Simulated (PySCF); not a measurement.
**From computed data to an observable: entropy of an ideal gas**

Al(Me)(Cl) (CH₃AlCl), SMILES [CH3][Al+][Cl], charge +1.

Geometry optimised at B3LYP-D3(BJ)/def2-TZVP. The spin state was assumed, not searched. The isomer is the one that the SMILES or the coordinates give; other isomers of the formula were not compared.

PySCF with B3LYP-D3(BJ)/def2-TZVP gives the harmonic wavenumbers 128, 128, 472, 740, 740, 774, 1228, 1421, 1421, 3032, 3125, 3125 cm⁻¹ and the rotational temperatures 7.5382, 0.1326, 0.1326 K. The molar mass is 77.47 g/mol, the symmetry number 3, the spin multiplicity 1.

### Question
Work out the entropy at 298.15 K and 1 atm in the rigid-rotor, harmonic-oscillator model.

### Answer

Translation (Sackur–Tetrode at 1 atm): S = R[1.5 ln M + 2.5 ln T − 1.16487] = 163.0 J/(mol K).
Rotation: q = (√π/σ) T^1.5/√(θA θB θC) = 8350, S = R[ln q + 3/2] = 87.6 J/(mol K).
Vibration: with u = 1.4388 ν/T, each mode gives R[u/(e^u − 1) − ln(1 − e^−u)]:
```tsv
ν (cm⁻¹)	modes	u	S (J/(mol K))
128	2	0.62	24.90
472	1	2.28	3.06
740	2	3.57	2.19
774	1	3.74	0.96
1228	1	5.93	0.15
1421	2	6.86	0.14
```
The stiffer modes add less than 0.005 each. Sum 31.4 J/(mol K).
Spin: R ln 1 = 0.0 J/(mol K).
Total 282.0 J/(mol K); the program's own thermochemistry gives 282.0. Translation makes up 58 % and vibration 11 %. Anharmonicity, hindered rotation and orbital degeneracy are left out.
